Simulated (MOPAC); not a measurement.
MOPAC input (PM6):

```
PM6 1SCF GEO-OK AUX(PRECISION=9) THREADS=1
C4H12Si

C     0.60252900 1   -1.56487900 1   -0.26618800 1
C    -0.21571900 1   -0.30435300 1    0.05033300 1
C    -1.42906100 1   -0.22777300 1   -0.88805900 1
C    -0.69386800 1   -0.35244200 1    1.50899800 1
Si    0.87127800 1    1.22926400 1   -0.20329300 1
H     0.95588000 1   -1.56875600 1   -1.29974500 1
H     1.47321100 1   -1.65648200 1    0.38698400 1
H    -0.01242600 1   -2.45979900 1   -0.12412200 1
H    -1.12748900 1   -0.19757100 1   -1.93746600 1
H    -2.06697800 1   -1.10758000 1   -0.75302100 1
H    -2.03972100 1    0.65558100 1   -0.68832600 1
H    -1.32347500 1   -1.23365900 1    1.67112800 1
H     0.14377300 1   -0.41314400 1    2.20741500 1
H    -1.28579000 1    0.52773400 1    1.76982500 1
H     2.05294000 1    1.17896700 1    0.69401200 1
H     1.34692500 1    1.29868900 1   -1.60791100 1
H     0.10197900 1    2.46300700 1    0.09682200 1
```

Output:

```
 *******************************************************************************
 **                                                                           **
 **                              MOPAC v23.2.5                                **
 **                                                                           **
 *******************************************************************************
 ** MOPAC's Digital Object Identifier: https://doi.org/10.5281/zenodo.6511958 **
 **                                                                           **
 ** Please cite the open-source release paper for use of this MOPAC version:  **
 ** J. E. Moussa and J. J. P. Stewart (2026)                                  **
 ** MOPAC: An open-source semiempirical molecular orbital program             **
 ** J. Open Source Softw., 11(119), 8025, https://doi.org/10.21105/joss.08025 **
 *******************************************************************************

                              PM6 CALCULATION RESULTS

 *******************************************************************************
 *  PM6        - The PM6 Hamiltonian to be used
 *  GEO-OK     - OVERRIDE INTERATOMIC DISTANCE AND OTHER SAFETY CHECKS
 *  1SCF       - DO 1 SCF AND THEN STOP
 *  AUX        - OUTPUT AUXILIARY INFORMATION
 *******************************************************************************
PM6 1SCF GEO-OK AUX(PRECISION=9) THREADS=1
 C4H12Si

   ATOM   CHEMICAL          X               Y               Z
  NUMBER   SYMBOL      (ANGSTROMS)     (ANGSTROMS)     (ANGSTROMS)

     1       C          0.60252900  *  -1.56487900  *  -0.26618800  *
     2       C         -0.21571900  *  -0.30435300  *   0.05033300  *
     3       C         -1.42906100  *  -0.22777300  *  -0.88805900  *
     4       C         -0.69386800  *  -0.35244200  *   1.50899800  *
     5      Si          0.87127800  *   1.22926400  *  -0.20329300  *
     6       H          0.95588000  *  -1.56875600  *  -1.29974500  *
     7       H          1.47321100  *  -1.65648200  *   0.38698400  *
     8       H         -0.01242600  *  -2.45979900  *  -0.12412200  *
     9       H         -1.12748900  *  -0.19757100  *  -1.93746600  *
    10       H         -2.06697800  *  -1.10758000  *  -0.75302100  *
    11       H         -2.03972100  *   0.65558100  *  -0.68832600  *
    12       H         -1.32347500  *  -1.23365900  *   1.67112800  *
    13       H          0.14377300  *  -0.41314400  *   2.20741500  *
    14       H         -1.28579000  *   0.52773400  *   1.76982500  *
    15       H          2.05294000  *   1.17896700  *   0.69401200  *
    16       H          1.34692500  *   1.29868900  *  -1.60791100  *
    17       H          0.10197900  *   2.46300700  *   0.09682200  *

          CARTESIAN COORDINATES

    NO.       ATOM           X           Y           Z

     1         C          0.6025     -1.5649     -0.2662
     2         C         -0.2157     -0.3044      0.0503
     3         C         -1.4291     -0.2278     -0.8881
     4         C         -0.6939     -0.3524      1.5090
     5        Si          0.8713      1.2293     -0.2033
     6         H          0.9559     -1.5688     -1.2997
     7         H          1.4732     -1.6565      0.3870
     8         H         -0.0124     -2.4598     -0.1241
     9         H         -1.1275     -0.1976     -1.9375
    10         H         -2.0670     -1.1076     -0.7530
    11         H         -2.0397      0.6556     -0.6883
    12         H         -1.3235     -1.2337      1.6711
    13         H          0.1438     -0.4131      2.2074
    14         H         -1.2858      0.5277      1.7698
    15         H          2.0529      1.1790      0.6940
    16         H          1.3469      1.2987     -1.6079
    17         H          0.1020      2.4630      0.0968

 General Reference for PM6:
 "Optimization of Parameters for Semiempirical Methods V: Modification of NDDO Approximations
 and Application to 70 Elements", J. J. P. Stewart, J. Mol. Mod., 13, 1173-1213 (2007)
 URL: https://link.springer.com/article/10.1007/s00894-007-0233-4

           Empirical Formula: C4 H12 Si  =    17 atoms

      MOLECULAR POINT GROUP   :   C3v

      RHF CALCULATION, NO. OF DOUBLY OCCUPIED LEVELS = 16

 -------------------------------------------------------------------------------
 PM6 1SCF GEO-OK AUX(PRECISION=9) THREADS=1
 C4H12Si

     1SCF WAS SPECIFIED, SO BFGS WAS NOT USED
     SCF FIELD WAS ACHIEVED

                              PM6 CALCULATION
                                                       MOPAC v23.2.5 Linux

          FINAL HEAT OF FORMATION =        -22.54804 KCAL/MOL =     -94.34098 KJ/MOL

          COSMO AREA              =        145.16 SQUARE ANGSTROMS
          COSMO VOLUME            =        146.49 CUBIC ANGSTROMS

          IONIZATION POTENTIAL    =          9.627684 EV
          HOMO LUMO ENERGIES (EV) =         -9.628  0.607
          NO. OF FILLED LEVELS    =         16
          MOLECULAR WEIGHT        =         88.2243         POINT GROUP:  C3v

          MOLECULAR DIMENSIONS (Angstroms)

            Atom       Atom       Distance
            H    15    H    10     4.92909
            H     6    H    14     4.34081
            H    13    H    16     3.50142

          SCF CALCULATIONS        =          1

   ATOM   CHEMICAL          X               Y               Z
  NUMBER   SYMBOL      (ANGSTROMS)     (ANGSTROMS)     (ANGSTROMS)

     1       C          0.60252900  *  -1.56487900  *  -0.26618800  *
     2       C         -0.21571900  *  -0.30435300  *   0.05033300  *
     3       C         -1.42906100  *  -0.22777300  *  -0.88805900  *
     4       C         -0.69386800  *  -0.35244200  *   1.50899800  *
     5      Si          0.87127800  *   1.22926400  *  -0.20329300  *
     6       H          0.95588000  *  -1.56875600  *  -1.29974500  *
     7       H          1.47321100  *  -1.65648200  *   0.38698400  *
     8       H         -0.01242600  *  -2.45979900  *  -0.12412200  *
     9       H         -1.12748900  *  -0.19757100  *  -1.93746600  *
    10       H         -2.06697800  *  -1.10758000  *  -0.75302100  *
    11       H         -2.03972100  *   0.65558100  *  -0.68832600  *
    12       H         -1.32347500  *  -1.23365900  *   1.67112800  *
    13       H          0.14377300  *  -0.41314400  *   2.20741500  *
    14       H         -1.28579000  *   0.52773400  *   1.76982500  *
    15       H          2.05294000  *   1.17896700  *   0.69401200  *
    16       H          1.34692500  *   1.29868900  *  -1.60791100  *
    17       H          0.10197900  *   2.46300700  *   0.09682200  *

                             CARTESIAN COORDINATES

   1    C        0.602529000    -1.564879000    -0.266188000
   2    C       -0.215719000    -0.304353000     0.050333000
   3    C       -1.429061000    -0.227773000    -0.888059000
   4    C       -0.693868000    -0.352442000     1.508998000
   5   Si        0.871278000     1.229264000    -0.203293000
   6    H        0.955880000    -1.568756000    -1.299745000
   7    H        1.473211000    -1.656482000     0.386984000
   8    H       -0.012426000    -2.459799000    -0.124122000
   9    H       -1.127489000    -0.197571000    -1.937466000
  10    H       -2.066978000    -1.107580000    -0.753021000
  11    H       -2.039721000     0.655581000    -0.688326000
  12    H       -1.323475000    -1.233659000     1.671128000
  13    H        0.143773000    -0.413144000     2.207415000
  14    H       -1.285790000     0.527734000     1.769825000
  15    H        2.052940000     1.178967000     0.694012000
  16    H        1.346925000     1.298689000    -1.607911000
  17    H        0.101979000     2.463007000     0.096822000

           Empirical Formula: C4 H12 Si  =    17 atoms

      MOLECULAR POINT GROUP   :   C3v

                  EIGENVALUES
 -28.90065 -24.20116 -24.20116 -19.70587 -17.54880 -14.85252 -14.80376 -14.80376
 -13.24317 -13.24316 -12.64706 -11.66599 -11.66599 -11.26698 -11.26698  -9.62768
   0.60696   1.27351   1.27351   1.90835   1.90835   2.88369   4.34759   4.37646
   4.37646   4.77952   4.77952   5.25573   6.02738   6.02738   6.06037   6.08937
   6.08937   6.12331   6.88719   7.07750   7.07751

              NET ATOMIC CHARGES AND DIPOLE CONTRIBUTIONS

  ATOM NO.   TYPE          CHARGE      No. of ELECS.   s-Pop       p-Pop       d-Pop
    1          C          -0.469030        4.4690     1.08144     3.38759
    2          C          -0.084672        4.0847     1.08258     3.00209
    3          C          -0.469030        4.4690     1.08144     3.38759
    4          C          -0.469030        4.4690     1.08144     3.38759
    5         Si           0.170667        3.8293     1.22995     2.03224     0.56713
    6          H           0.148186        0.8518     0.85181
    7          H           0.148186        0.8518     0.85181
    8          H           0.150751        0.8492     0.84925
    9          H           0.148186        0.8518     0.85181
   10          H           0.150751        0.8492     0.84925
   11          H           0.148186        0.8518     0.85181
   12          H           0.150751        0.8492     0.84925
   13          H           0.148186        0.8518     0.85181
   14          H           0.148186        0.8518     0.85181
   15          H          -0.006759        1.0068     1.00676
   16          H          -0.006759        1.0068     1.00676
   17          H          -0.006759        1.0068     1.00676
 DIPOLE           X         Y         Z       TOTAL
 POINT-CHG.     0.311     0.439    -0.073     0.543
 HYBRID        -0.672    -0.948     0.157     1.172
 SUM           -0.360    -0.508     0.084     0.629

          ATOMIC ORBITAL ELECTRON POPULATIONS

     Atom    s        px        py        pz      x^2-y^2     xz        z^2       yz        xy
    1  C   1.08144   1.13511   1.09041   1.16207
    2  C   1.08258   0.99962   1.07048   0.93199
    3  C   1.08144   1.09486   1.16959   1.12315
    4  C   1.08144   1.15698   1.16974   1.06087
    5 Si   1.22995   0.67818   0.62780   0.72627   0.09454   0.15015   0.14842   0.02621   0.14782
    6  H   0.85181
    7  H   0.85181
    8  H   0.84925
    9  H   0.85181
   10  H   0.84925
   11  H   0.85181
   12  H   0.84925
   13  H   0.85181
   14  H   0.85181
   15  H   1.00676
   16  H   1.00676
   17  H   1.00676

 **********************
 *                    *
 * JOB ENDED NORMALLY *
 *                    *
 **********************

 == MOPAC DONE ==
```

The geometry given is a B3LYP-D3(BJ)/def2-TZVP minimum.
